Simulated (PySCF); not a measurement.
Computed IR spectrum (relative IR intensity) of a molecule C2H8O2Si. Geometry: B3LYP-D3(BJ)/def2-SVP. The values are those of a single conformer. Level of theory: PySCF with B3LYP-D3(BJ)/def2-SVP. Frequencies are harmonic and unscaled.

Lines under 2 % of the strongest are left out, and lines within 2 cm⁻¹ are merged.

| ν (cm⁻¹) | relative intensity |
|---|---|
| 156 | 2.5 |
| 289 | 2.0 |
| 342 | 23 |
| 418 | 7.7 |
| 469 | 45 |
| 569 | 7.0 |
| 703 | 12 |
| 736 | 7.5 |
| 837 | 17 |
| 879 | 16 |
| 913 | 15 |
| 963 | 100 |
| 976 | 24 |
| 1000 | 26 |
| 1081 | 17 |
| 1087 | 9.6 |
| 1233 | 4.9 |
| 1286 | 3.2 |
| 1381 | 4.3 |
| 1398 | 8.4 |
| 1458 | 2.7 |
| 2178 | 48 |
| 2239 | 41 |
| 3014 | 6.0 |
| 3045 | 3.6 |
| 3092 | 8.0 |
| 3109 | 5.0 |
| 3785 | 11 |
| 3795 | 25 |

**Question.** Identify the compound among the candidates.
A) OC[C@@H](O)[SiH3]
B) OCC[SiH2]O
C) CO[Si@@H](C)O
D) C[C@H](O)[SiH2]O

**Answer.** D, C[C@H](O)[SiH2]O
